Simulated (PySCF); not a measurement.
Computed shifts of a molecule C3H6FNSi, PySCF with PBE/pcSseg-1, GIAO, gas phase, atoms alike by connectivity averaged where their shifts nearly agree, in ppm (number of nuclei): ¹⁹F: -96.9 (1). ¹³C: 155.9 (1), 78.5 (1), 51.8 (1). ¹⁵N: 99.0 (1). ²⁹Si: -65.9 (1). ¹H: 5.10 (3), 4.47 (1), 3.94 (1), 3.81 (1). References: ¹⁹F against CFCl3 (σ = 133.6 ppm); ¹³C against TMS (σ = 182.0 ppm); ¹⁵N against NH3 (σ = 267.0 ppm); ²⁹Si against TMS (σ = 335.4 ppm); ¹H against TMS (σ = 31.49 ppm), references at their B3LYP-D3(BJ)/def2-TZVP geometries, non-relativistic. Geometry optimised at B3LYP-D3(BJ)/def2-SVP. The values are those of a single conformer.

Task: Identify the compound among the candidates.
A. FC1=CCN1[SiH3]
B. C[Si@@H]1C=N[C@@H]1F
C. F[C@H]1CC([SiH3])=N1
D. C[Si@@H](F)CC#N

Result: A, FC1=CCN1[SiH3]
